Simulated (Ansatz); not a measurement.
The Sn1–H2 bond of H2OSn (SMILES [OH][SnH]) is stretched (multiplicity 1, the rest rigid).
Geometry at rest (charge 0, multiplicity 1):
```xyz
4

Sn    -0.18386    -0.15026     0.19526
H     -1.45521     0.01474    -1.07213
O      1.21528     0.79939    -0.86933
H      0.92596     1.10307    -1.73634
```

Cores are frozen in the correlated methods. Filled d and f shells under p-block atoms count as core.

Run with Ansatz (Gaussian basis) for Hartree–Fock, density functionals and correlated methods. Each number belongs to the level named beside it. In def2 rows elements past Kr take small-core potentials, without spin–orbit coupling.

Energies above the point at 1.803 Å (the B3LYP-D3(BJ) bond length), FIC-MRCISD+Q on CASSCF(2,2)/def2-TZVPP (kcal/mol): 4.71 at 1.622 Å; 3.20 at 1.983 Å; 65.99 at 5.769 Å.

Q: Take the last value as the depth D of a Morse curve D(1 − e^(−a(R − R₀)))², fit a and R₀ to the two near points, and test it at 2.434 and 3.155 Å.

A: 
With D = 66.0, both near points (counted from the curve's value at 1.803 Å) are met by a = 1.35 Å⁻¹ and R₀ = 1.798 Å, so k = 2Da² = 239 kcal/(mol Å²). The curve then gives 21.8 and 46.4 kcal/mol; the level itself gives 22.5 and 50.2, so Morse is off by -0.7 and -3.8.

Ansatz is a quantum-chemistry and plane-wave program.
